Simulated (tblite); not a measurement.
Run record: tight-binding relaxation, `C=C1[C]([CH2+])OS1(=O)=O` [radical].

Computed with GFN2-xTB geometry optimisation, gas phase (tblite 0.8.0). Start geometry: from a force field or distance geometry. The input is one job of a driver script: a line of settings, then coordinates in Å.

Command:
```bash
OMP_NUM_THREADS=1 python probes_run.py task.json out
```

Input:
```
{"job": {"kind": "relax", "xc": "GFN2-xTB", "basis": "xTB"}, "charge": 1, "multiplicity": 2}
C     -1.131800     1.159400     0.824700
C     -0.579900     0.155400     0.150200
C      0.843900    -0.208100    -0.224500
C      2.146200     0.302300    -0.110000
O      0.564800    -1.389400    -0.881000
S     -1.059100    -1.346400    -0.660600
O     -1.808400    -0.738600    -1.730200
O     -1.519300    -2.047900     0.510300
H     -0.534900     1.967300     1.225100
H     -2.219200     1.173900     0.974100
H      2.978300    -0.250700    -0.528300
H      2.320600     1.222200     0.424100
```

Question: What does the run print?

Answer: 
```
step      E/eV     max force
  0    -691.39835    4.355
  1    -691.81092    2.670
  2    -692.06315    1.104
  3    -692.16191    1.123
  4    -692.19917    0.777
  5    -692.22992    0.609
  6    -692.26395    0.685
  7    -692.29142    0.583
  8    -692.31169    0.473
  9    -692.32434    0.315
... (50 lines left out)
 60    -692.44056    0.016
 61    -692.44060    0.020
 62    -692.44067    0.030
 63    -692.44077    0.038
 64    -692.44091    0.041
 65    -692.44105    0.039
 66    -692.44117    0.029
 67    -692.44124    0.018
 68    -692.44126    0.011
 69    -692.44127    0.007
```

«max force» is the largest atomic force in eV/Å.

Question: From which step on does the largest force stay under 0.1 eV/Å, and how much energy is left to gain from there?

Answer: From step 36 (0.098 eV/Å), 9.3 meV above the end.

Summary of the converged run: energy lowered by 24.1 kcal/mol over 69 steps; largest atomic force 0.007 eV/Å at the end.

On an Arm Neoverse V2 with one thread, no GPU, shared host, this took 0.39 s of wall time.
Labels such as C1 count atoms from 1, the log's own numbers from 0.
